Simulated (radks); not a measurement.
Q: Radial electron density D(r) = 4 pi r^2 rho(r) of an atom or ion with 2 electrons. All-electron calculation, Dirac Kohn-Sham, exchange-only PBE, spin-unpolarised, spherical densities, finite nucleus; Fermi nuclear charge, rms radius of each element as measured or else 0.836 A^(1/3) + 0.57 fm. Program: a radial shooting solver on a logarithmic mesh with Libxc functionals.

| r (bohr) | D(r) (e/bohr) |
|---|---|
| 0.006584 | 0.6265 |
| 0.007075 | 0.7139 |
| 0.007665 | 0.8244 |
| 0.008237 | 0.9374 |
| 0.008923 | 1.080 |
| 0.009589 | 1.225 |
| 0.01039 | 1.407 |
| 0.01116 | 1.591 |
| 0.01209 | 1.821 |
| 0.013 | 2.053 |
| 0.01408 | 2.341 |
| 0.01513 | 2.629 |
| 0.01639 | 2.983 |
| 0.01761 | 3.335 |
| 0.01908 | 3.765 |
| 0.02067 | 4.237 |
| 0.02221 | 4.698 |
| 0.02406 | 5.251 |
| 0.02586 | 5.785 |
| 0.02801 | 6.416 |
| 0.0301 | 7.014 |
| 0.03261 | 7.709 |
| 0.03505 | 8.354 |
| 0.03796 | 9.085 |
| 0.0408 | 9.746 |
| 0.0442 | 10.47 |
| 0.0475 | 11.10 |
| 0.05145 | 11.76 |
| 0.05529 | 12.29 |
| 0.0599 | 12.81 |
| 0.06437 | 13.18 |
| 0.06973 | 13.47 |
| 0.07494 | 13.61 |
| 0.08118 | 13.61 |
| 0.08724 | 13.46 |
| 0.0945 | 13.12 |
| 0.1024 | 12.60 |
| 0.11 | 11.98 |
| 0.1192 | 11.14 |
| 0.1281 | 10.27 |
| 0.1387 | 9.202 |
| 0.1491 | 8.183 |
| 0.1615 | 7.023 |
| 0.1736 | 5.990 |
| 0.188 | 4.892 |
| 0.2021 | 3.976 |
| 0.2189 | 3.064 |
| 0.2352 | 2.354 |
| 0.2548 | 1.697 |
| 0.2739 | 1.221 |
| 0.2967 | 0.8138 |
| 0.3188 | 0.5428 |
| 0.3454 | 0.3301 |
| 0.3712 | 0.2015 |
| 0.4021 | 0.1102 |
| 0.4321 | 0.06064 |
| 0.4681 | 0.02929 |

What is the nuclear charge?

A: Z = 13. The innermost maximum, from 1s, lies near gamma/Z bohr with gamma = sqrt(1 - (Z/c)^2) = 0.995, here 0.0766 bohr (found: 0.0780), and its height grows with Z. The density is that of the aluminium ion Al11+ in [He]; the configuration itself is not fixed sharply by these data, and Z only to about a unit. D(r) has 1 maximum, at r = 0.0780 bohr.
